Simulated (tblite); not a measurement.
A geometry optimisation, step by step.

Species: C3H7GaSSi.
Bonds: C1–C2 (triple), C2–Ga3, Ga3–C4, C4–S5, S5–Si6. Hydrogens: H7 on C1; H8 on Ga3; H9, H10 on C4; H11, H12, H13 on Si6.

Computed with GFN2-xTB (tblite), gas phase: L-BFGS steps from a force-field or distance-geometry start until the largest atomic force falls under 0.01 eV/Å. 8 of its 195 geometries are shown.

Step 0: E = -436.8172 eV, largest atomic force 2.546 eV/Å
```
atom  x, y, z in Å  |  force x, y, z in eV/Å
C1      3.826   -0.042    0.927   -2.232  -0.665  -1.028
C2      2.751   -0.388    0.417    1.380   0.339   0.834
Ga3     0.882   -1.032   -0.431    1.683   0.336   0.183
C4      0.017    0.624   -1.298    0.543   0.360   1.552
S5     -1.710    0.361   -1.758   -0.258   0.129  -0.792
Si6    -2.826    0.126    0.037   -0.230   0.179   0.471
H7      4.749    0.285    1.356   -0.450  -0.179  -0.239
H8      0.797   -2.602   -0.722   -0.151   0.089   0.140
H9      0.647    1.042   -2.099   -0.593  -0.210   0.020
H10     0.097    1.345   -0.425   -0.250  -0.274  -0.821
H11    -4.110   -0.495   -0.313    0.376   0.090  -0.086
H12    -2.055   -0.709    0.996    0.021   0.142  -0.189
H13    -3.070    1.485    0.573    0.162  -0.335  -0.046
```

Step 28: E = -437.2947 eV, largest atomic force 0.268 eV/Å
```
atom  x, y, z in Å  |  force x, y, z in eV/Å
C1      3.727   -0.110    0.933   -0.090  -0.053  -0.053
C2      2.686   -0.506    0.460    0.072   0.034   0.048
Ga3     0.957   -0.889   -0.405   -0.067   0.259  -0.012
C4     -0.038    0.710   -1.236    0.126  -0.074   0.009
S5     -1.672    0.198   -1.892    0.010   0.042   0.194
Si6    -2.650    0.042    0.002    0.011  -0.054   0.053
H7      4.647    0.197    1.352   -0.009  -0.015   0.008
H8      0.468   -2.365   -0.518   -0.038  -0.110   0.001
H9      0.533    1.106   -2.081   -0.051   0.006  -0.071
H10    -0.186    1.539   -0.536    0.011  -0.001  -0.014
H11    -3.956   -0.521   -0.286    0.047  -0.046  -0.027
H12    -1.764   -0.774    0.867   -0.058   0.001  -0.072
H13    -2.756    1.375    0.600    0.035   0.012  -0.064
```

Step 55: E = -437.3221 eV, largest atomic force 0.045 eV/Å
```
atom  x, y, z in Å  |  force x, y, z in eV/Å
C1      3.714   -0.173    0.973    0.005   0.002   0.031
C2      2.632   -0.470    0.522    0.003  -0.006  -0.005
Ga3     0.910   -0.761   -0.383    0.004   0.019  -0.002
C4     -0.020    0.797   -1.312    0.000  -0.009   0.001
S5     -1.658    0.177   -1.854   -0.037   0.026   0.003
Si6    -2.599   -0.030    0.051    0.009  -0.001  -0.021
H7      4.653    0.060    1.394    0.015  -0.011   0.003
H8      0.344   -2.218   -0.482    0.009  -0.016  -0.003
H9      0.499    1.105   -2.225   -0.008  -0.004  -0.006
H10    -0.161    1.694   -0.701   -0.015   0.003  -0.002
H11    -3.876   -0.629   -0.282   -0.012  -0.013   0.013
H12    -1.728   -0.853    0.912    0.026  -0.013   0.007
H13    -2.716    1.301    0.647    0.001   0.022  -0.018
```

Step 83: E = -437.3288 eV, largest atomic force 0.057 eV/Å
```
atom  x, y, z in Å  |  force x, y, z in eV/Å
C1      3.702   -0.233    1.040   -0.040   0.001  -0.005
C2      2.615   -0.397    0.535    0.054  -0.004   0.019
Ga3     0.916   -0.699   -0.413    0.007   0.001  -0.001
C4     -0.061    0.815   -1.374    0.006   0.003   0.001
S5     -1.717    0.198   -1.865   -0.007  -0.010   0.019
Si6    -2.576   -0.034    0.073   -0.002   0.012  -0.022
H7      4.643   -0.090    1.497   -0.016   0.001  -0.003
H8      0.422   -2.185   -0.503   -0.009   0.000  -0.018
H9      0.435    1.099   -2.308   -0.001   0.005  -0.003
H10    -0.188    1.729   -0.783    0.004  -0.001  -0.005
H11    -3.833   -0.707   -0.191   -0.004  -0.013   0.011
H12    -1.617   -0.797    0.900    0.001   0.004   0.008
H13    -2.745    1.300    0.652    0.005   0.002   0.000
```

Step 111: E = -437.3358 eV, largest atomic force 0.037 eV/Å
```
atom  x, y, z in Å  |  force x, y, z in eV/Å
C1      3.592   -0.287    1.151   -0.009   0.010  -0.005
C2      2.563   -0.424    0.529    0.026  -0.006   0.025
Ga3     0.930   -0.674   -0.540   -0.001  -0.005  -0.004
C4     -0.078    0.845   -1.456   -0.002  -0.006  -0.012
S5     -1.729    0.135   -1.838   -0.003   0.006  -0.004
Si6    -2.487   -0.027    0.148    0.001  -0.021   0.008
H7      4.488   -0.167    1.697   -0.014  -0.002  -0.002
H8      0.434   -2.146   -0.750   -0.002   0.008   0.004
H9      0.348    1.126   -2.424   -0.005   0.006  -0.012
H10    -0.211    1.765   -0.878    0.003  -0.017   0.004
H11    -3.688   -0.831    0.009    0.020   0.013   0.004
H12    -1.427   -0.644    0.983   -0.013   0.005  -0.023
H13    -2.741    1.331    0.629   -0.002   0.007   0.018
```

Step 139: E = -437.3414 eV, largest atomic force 0.054 eV/Å
```
atom  x, y, z in Å  |  force x, y, z in eV/Å
C1      3.374   -0.255    1.262   -0.021  -0.009  -0.012
C2      2.436   -0.452    0.525    0.039   0.009   0.025
Ga3     0.922   -0.719   -0.700   -0.020  -0.024   0.008
C4     -0.069    0.830   -1.580    0.028   0.001   0.006
S5     -1.801    0.256   -1.797   -0.001  -0.003   0.007
Si6    -2.358   -0.011    0.242   -0.045  -0.027  -0.011
H7      4.194   -0.097    1.909   -0.013  -0.001  -0.008
H8      0.450   -2.194   -0.962    0.022   0.024  -0.006
H9      0.281    1.076   -2.587   -0.022   0.010   0.003
H10    -0.077    1.759   -0.998   -0.005  -0.005  -0.018
H11    -3.539   -0.856    0.182    0.026   0.022   0.007
H12    -1.201   -0.636    0.928   -0.004  -0.012   0.002
H13    -2.615    1.300    0.835    0.016   0.015  -0.002
```

Step 166: E = -437.3584 eV, largest atomic force 0.085 eV/Å
```
atom  x, y, z in Å  |  force x, y, z in eV/Å
C1      2.860   -0.213    1.512   -0.060  -0.007  -0.048
C2      2.146   -0.390    0.552   -0.013   0.011  -0.018
Ga3     0.968   -0.672   -0.999    0.058  -0.038   0.045
C4     -0.145    0.814   -1.810   -0.008   0.037  -0.003
S5     -1.884    0.220   -1.659   -0.011   0.002  -0.014
Si6    -2.022   -0.037    0.448   -0.024   0.029   0.063
H7      3.478   -0.064    2.352    0.043   0.007   0.035
H8      0.832   -2.145   -1.514   -0.004   0.007   0.002
H9     -0.005    0.975   -2.883    0.014   0.004  -0.009
H10    -0.076    1.789   -1.312   -0.003  -0.013  -0.003
H11    -3.385   -0.511    0.609    0.027   0.008   0.014
H12    -0.998   -1.021    0.872   -0.025   0.029  -0.026
H13    -1.771    1.257    1.092    0.007  -0.076  -0.037
```

Step 194: E = -437.3675 eV, largest atomic force 0.009 eV/Å
```
atom  x, y, z in Å  |  force x, y, z in eV/Å
C1      2.633   -0.109    1.580   -0.005  -0.001  -0.006
C2      1.979   -0.348    0.591    0.007   0.002   0.006
Ga3     0.943   -0.710   -1.038    0.004  -0.008   0.003
C4     -0.169    0.773   -1.876    0.000   0.006  -0.004
S5     -1.957    0.448   -1.575   -0.005  -0.002   0.001
Si6    -1.913   -0.061    0.488   -0.002  -0.005   0.000
H7      3.202    0.092    2.446   -0.004  -0.001  -0.004
H8      1.004   -2.174   -1.601    0.001   0.005   0.000
H9     -0.082    0.857   -2.964    0.002  -0.001   0.004
H10     0.053    1.760   -1.448    0.001   0.000  -0.001
H11    -3.319   -0.230    0.806    0.007   0.003   0.001
H12    -1.126   -1.310    0.617   -0.004   0.004   0.001
H13    -1.253    1.013    1.233   -0.003  -0.001  -0.001
```

**Question.** Summarise the path.

**Answer.** The energy falls by 53.09 kJ/mol from step 0 to step 194; nine tenths of that is first reached at step 41. It rises by more than 0.2 meV at steps 155 and 173. The largest force goes from 2.546 to 0.009 eV/Å. Among the bonds C2–Ga3 changes most, from 2.151 to 1.964 Å; the atoms move by 1.195 Å rms after alignment.

**Question.** Follow the three bonds and two angles with the largest change from start to end.

**Answer.** 
```tsv
step	E above end (kJ/mol)	largest force (eV/Å)	C2–Ga3 (Å)	C4–H10 (Å)	C4–S5 (Å)	Ga3–C4–H10 (°)	C2–Ga3–C4 (°)
0	53.09	2.546	2.151	1.136	1.806	99.0	106.9
8	13.95	0.209	1.970	1.095	1.826	109.0	111.4
17	11.19	0.165	1.969	1.094	1.826	110.3	114.5
25	8.67	0.222	1.972	1.095	1.824	111.9	116.4
34	5.88	0.126	1.967	1.093	1.829	113.3	117.6
42	5.23	0.082	1.968	1.095	1.831	113.3	118.4
51	4.59	0.086	1.966	1.094	1.833	114.9	119.5
59	4.27	0.080	1.968	1.096	1.836	115.5	120.0
67	4.04	0.038	1.970	1.095	1.833	115.5	121.6
76	3.83	0.045	1.969	1.095	1.834	115.2	122.1
84	3.72	0.059	1.968	1.096	1.833	114.7	121.9
93	3.33	0.084	1.972	1.094	1.836	115.9	123.7
101	3.17	0.015	1.970	1.094	1.836	115.9	124.9
110	3.07	0.053	1.968	1.095	1.837	116.7	124.1
118	2.96	0.036	1.967	1.094	1.837	116.4	124.8
127	2.83	0.039	1.969	1.095	1.837	115.3	123.8
135	2.67	0.089	1.968	1.096	1.840	115.2	123.3
143	2.47	0.015	1.966	1.096	1.839	115.0	122.7
152	2.26	0.147	1.965	1.095	1.838	113.8	121.6
160	1.38	0.121	1.967	1.097	1.847	115.6	122.4
169	0.65	0.214	1.961	1.097	1.847	115.1	121.7
177	0.13	0.076	1.966	1.098	1.844	112.9	120.5
186	0.02	0.040	1.964	1.098	1.843	112.6	119.8
194	0.00	0.009	1.964	1.098	1.843	112.6	119.7
```

The cost below is that of the whole relaxation. On an Arm Neoverse N1 with one thread, no GPU, shared host, this took 2.3 s of wall time.
